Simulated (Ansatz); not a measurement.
CH5FNSc, SMILES `[CH3][Sc]([NH2])[F]`, charge 0, multiplicity 1.

(1) Give a relaxed structure at PBE0-D4/def2-TZVP (the Gaussian-basis code of Ansatz). (Estimate.)

## Answers

(1) Computed: 
Cartesian coordinates in Å:
```
C 0.960 1.183 -0.608
Sc -0.383 0.086 0.737
N -0.971 -1.713 0.178
F -0.953 0.828 2.334
H 1.376 2.100 -0.176
H 1.809 0.560 -0.922
H 0.442 1.475 -1.532
H -0.693 -2.172 -0.682
H -1.587 -2.347 0.671
```
This is one stationary point; other conformers may exist.
